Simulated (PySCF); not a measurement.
## Trend along the third period: MHg cations

PBE0 with double-zeta basis sets in PySCF, for the lowest determinant that a PBE0 search found; no spin–orbit coupling. De refers to high-spin ground-configuration atoms (the charge goes to the atom of lower measured ionisation energy or higher electron affinity, which is not always the lowest computed limit). A positive dipole points towards Hg; it is taken about the centre of mass and depends on that origin.

```csv
M,basis,charged atom,state (unpaired electrons),Re (Å),ωe (cm⁻¹),De (eV),μ (D)
Na,def2-SVP,Na+,singlet (closed shell),3.083,111,0.34,-10.68
Mg,def2-SVP,Mg+,doublet (σ ↑),2.897,161,0.72,-7.87
Al,def2-SVP,Al+,singlet (closed shell),2.958,137,0.57,-7.90
Si,def2-SVP,Si+,doublet (π ↑),2.628,209,1.41,-4.48
P,def2-SVP,Hg+,triplet (π ↑↑),2.467,258,2.28,-1.88
S,def2-SVP,S+,doublet (π ↑),2.348,316,1.99,0.35
Cl,def2-SVP,Hg+,singlet (closed shell),2.278,359,1.81,2.32
```

The shortest bond is that of HgCl⁺ (2.278 Å), the longest that of NaHg⁺ (3.083 Å). HgP⁺ is bound most strongly (2.28 eV) and NaHg⁺ least (0.34 eV).

The state changes along the series, so neighbouring rows are not always alike in their bonding.

Closed-shell solutions of metal pairs were not tested for spin polarisation, which can lower them a little. Weak bonds: NaHg⁺. Basis-set superposition, not corrected here, can be much of De in a small basis, most of all at correlated wavefunction levels. Spin–orbit coupling is left out, which matters for elements this heavy, above all for dissociation energies. For an ion De counts to the pair picked by the measured ionisation energies or electron affinities, which need not be the lowest pair at this level. States were picked by a PBE0 search and need not be the measured ground states.
